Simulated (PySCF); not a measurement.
# State search for SbO

Unrestricted PBE0; PySCF, scalar-relativistic core potentials, basis sets Sb aug-cc-pVDZ-PP with ECP28, O aug-cc-pVDZ. Outer shells of the fragments: Sb 4d10 5s2 5p3; O 2s2 2p4.

Followed along the bond (rough minima from three points):

```json
{"2Ms+1": "2", "unpaired": "π ↑", "⟨S²⟩ at the start": "0.87", "R at minimum (Å)": "1.84", "Te (eV)": "0.00"}
{"2Ms+1": "4", "unpaired": "π ↑↑↑", "⟨S²⟩ at the start": "3.76", "R at minimum (Å)": "none in the scan", "Te (eV)": "≤ 1.51"}
{"2Ms+1": "6", "unpaired": "σ ↑↑, π ↑↑↑", "⟨S²⟩ at the start": "8.76", "R at minimum (Å)": "none in the scan", "Te (eV)": "≤ 5.95"}
```

Solutions found at the starting distance of 1.965 Å, counted from the lowest of them; the search is not exhaustive and high or unbound solutions are not listed, so other states can lie among these:

| 2Ms+1 | unpaired | term | E (eV) | ⟨S²⟩ | ⟨Lz²⟩ | μ (D) |
| --- | --- | --- | --- | --- | --- | --- |
| 2 | π ↑ | ²Π | 0.00 | 0.87 | 1.01 | -3.95 |
| 4 | π ↑↑↑ | ⁴Π | 1.32 | 3.76 | 1.00 | -1.64 |
| 2 | π ↑↑↓ | mixed | 1.71 | 1.76 | 3.02 | -1.64 |
| 4 | σ ↑, π ↑↑ | ⁴Σ⁻ | 2.25 | 3.76 | 0.00 | -2.84 |
| 2 | σ ↓, π ↑↑ | mixed | 2.65 | 1.76 | 0.00 | -2.81 |
| 2 | π ↑ | mixed | 2.91 | 0.75 | 3.01 | -1.54 |
| 2 | σ ↑ | mixed | 2.99 | 1.09 | 0.00 | -2.48 |
| 4 | σ ↑, π ↑↑ | mixed | 4.22 | 3.76 | 2.01 | -1.02 |
| 4 | σ ↑, π ↑↑ | mixed | 4.59 | 3.76 | 2.01 | -1.18 |
| 2 | σ ↓, π ↑↑ | mixed | 4.70 | 1.77 | 2.01 | -0.84 |

A term symbol is given only where ⟨S²⟩ and ⟨Lz²⟩ are close to those of a pure state; real π, δ and φ orbitals otherwise mix terms. A positive dipole means Sb(−)O(+).

Spin–orbit coupling is left out. Counting both spins, an empty level lies below a filled one in some of these solutions, because spin and occupation are held.
